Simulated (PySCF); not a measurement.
Al(All)(Cl)(H) (C₃H₆AlCl), SMILES C=C[CH2][AlH][Cl].

Geometry: B3LYP-D3(BJ)/def2-SVP. The structure was generated by enumeration; whether it is a known compound was not checked. The values are those of a single conformer.

The numbers are results of TDDFT-B3LYP/def2-SVPD (PySCF 2.14.0), not measurements.

Vertical excitations. 

Question: List the lowest excited states. (The exact figures need the calculation; the answer reports its results.)

Answer: 
```json
[
 {"state": "S1", "energy (eV)": "5.45", "λ (nm)": "228", "f": "0.182", "main pairs": "HOMO→LUMO 88 %"},
 {"state": "S2", "energy (eV)": "5.77", "λ (nm)": "215", "f": "0.041", "main pairs": "HOMO→LUMO+1 82 %"},
 {"state": "S3", "energy (eV)": "6.08", "λ (nm)": "204", "f": "0.025", "main pairs": "HOMO→LUMO+2 85 %"},
 {"state": "S4", "energy (eV)": "6.47", "λ (nm)": "192", "f": "0.004", "main pairs": "HOMO→LUMO+3 84 %, HOMO−1→LUMO 13 %"},
 {"state": "S5", "energy (eV)": "6.56", "λ (nm)": "189", "f": "0.059", "main pairs": "HOMO−1→LUMO 73 %, HOMO→LUMO+3 12 %"},
 {"state": "S6", "energy (eV)": "7.01", "λ (nm)": "177", "f": "0.010", "main pairs": "HOMO−2→LUMO 67 %, HOMO−1→LUMO+1 19 %"},
 {"state": "S7", "energy (eV)": "7.02", "λ (nm)": "177", "f": "0.011", "main pairs": "HOMO−1→LUMO+1 61 %, HOMO→LUMO+4 22 %, HOMO−2→LUMO 12 %"},
 {"state": "S8", "energy (eV)": "7.07", "λ (nm)": "175", "f": "0.049", "main pairs": "HOMO→LUMO+4 62 %, HOMO−2→LUMO 13 %, HOMO−1→LUMO+1 11 %"},
 {"state": "S9", "energy (eV)": "7.09", "λ (nm)": "175", "f": "0.004", "main pairs": "HOMO→LUMO+5 94 %"},
 {"state": "S10", "energy (eV)": "7.26", "λ (nm)": "171", "f": "0.035", "main pairs": "HOMO−3→LUMO 77 %"},
 {"state": "T1", "energy (eV)": "3.85", "λ (nm)": "322", "f": "0", "main pairs": "HOMO→LUMO 87 %"},
 {"state": "T2", "energy (eV)": "5.18", "λ (nm)": "239", "f": "0", "main pairs": "HOMO→LUMO+1 86 %"},
 {"state": "T3", "energy (eV)": "5.76", "λ (nm)": "215", "f": "0", "main pairs": "HOMO→LUMO+2 88 %"},
 {"state": "T4", "energy (eV)": "5.93", "λ (nm)": "209", "f": "0", "main pairs": "HOMO−1→LUMO 75 %"}
]
```
Triplets are in the Tamm–Dancoff approximation, which puts them higher than full response would, so one can lie above its singlet here.
